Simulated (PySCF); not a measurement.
C2H9NSi2, neutral, multiplicity 1. Atoms are numbered in the order given.

```xyz
14

Si     1.1618    -0.1386     0.0000
N     -0.0732     1.0693     0.0000
C      0.3426     2.4699     0.0000
C     -1.5229     0.9482     0.0000
H     -0.0416     2.9950     0.8931
H     -0.0416     2.9950    -0.8931
H      1.4401     2.5385     0.0000
H     -1.9555     1.4370    -0.8917
H     -1.9555     1.4370     0.8917
H     -1.8420    -0.1011     0.0000
Si    -0.1986    -2.1154     0.0000
H      0.6780    -3.3278     0.0000
H     -1.0860    -2.2056     1.2062
H     -1.0860    -2.2056    -1.2062
```
Charge 0, spin multiplicity 1.

The structure is a stationary point at ωB97X-D3(BJ)/def2-SVP. Other conformers were not sampled.

Calculation: ωB97X/def2-TZVP (PySCF).

Gas-phase values at a fixed geometry.

| Item | Result |
|---|---|
| total energy | -715.34872 hartree |
| point group | Cs |
| highest occupied level | -8.06 eV |
| lowest empty level | 0.08 eV |
| orbital gap | 8.14 eV |
| dipole moment | 2.52 D |
| quadrupole, principal values (traceless, Buckingham form, about the centre of nuclear charge) | -4.54, 2.13, 2.40 D·Å |
| mean static polarisability | 96.6 bohr³ (14.31 Å³) |
| polarisability, principal values | 73.3, 95.6, 120.9 bohr³ |
